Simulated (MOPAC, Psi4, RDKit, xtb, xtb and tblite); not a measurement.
Two geometries of SMILES OB(O)[SiH2]C[SeH], singlet, relaxed at GFN2-xTB with one dihedral held; other torsions can differ between them too.

Structure A

```
13

O      0.9933     0.6410     1.1669
B      1.5447     0.9116    -0.0629
O      2.8481     0.6536    -0.2617
Si     0.7358     2.0364    -1.4848
C      1.7592     1.8454    -3.0970
Se     3.6723     1.5950    -2.6959
H      0.4251    -0.1009     1.3325
H      3.3583     0.2282     0.4327
H      0.7669     3.4734    -1.1590
H     -0.6564     1.7609    -1.8918
H      1.4424     0.9836    -3.6840
H      1.6889     2.7349    -3.7189
H      4.1166     1.9752    -4.0364
```

Structure B

```
13

O      0.2377     0.6528     0.4757
B      1.4520     0.5970    -0.1703
O      2.3970    -0.2829     0.2023
Si     1.6933     1.6726    -1.8143
C      0.4045     3.0965    -1.8137
Se    -1.2692     2.5199    -0.9485
H     -0.4053    -0.0485     0.4394
H      2.2078    -0.8514     0.9546
H      1.3688     0.8712    -3.0136
H      2.9837     2.3148    -2.1052
H      0.7581     3.9705    -1.2680
H      0.1400     3.3974    -2.8243
H     -2.1014     3.5122    -1.6244
```

Question: Which is lower in energy at the level Psi4 with DF-MP2 (frozen core)/cc-pVTZ // GFN2-xTB, and by how much?

Answer: B is lower, by 1.27 kcal/mol (dihedral H7–O1–B2–Si4: 90° in A, 105° in B).

E(B) − E(A) in kcal/mol at the other levels, on the same two geometries: GFN2-xTB (xtb and tblite) -0.70; B3LYP/def2-TZVP // GFN2-xTB (Psi4) -1.19; B3LYP-D3(BJ)/def2-TZVP // GFN2-xTB (Psi4) -1.34; PBE/def2-TZVP // GFN2-xTB (Psi4) -1.31; PBE-D3(BJ)/def2-TZVP // GFN2-xTB (Psi4) -1.39; HF/cc-pVTZ // GFN2-xTB (Psi4) -1.26; UFF // GFN2-xTB (RDKit) -3.20; AM1, restricted, heats of formation // GFN2-xTB (MOPAC) -0.93; PM7, restricted, heats of formation // GFN2-xTB (MOPAC) -0.11; GFN1-xTB // GFN2-xTB (xtb) -1.67.
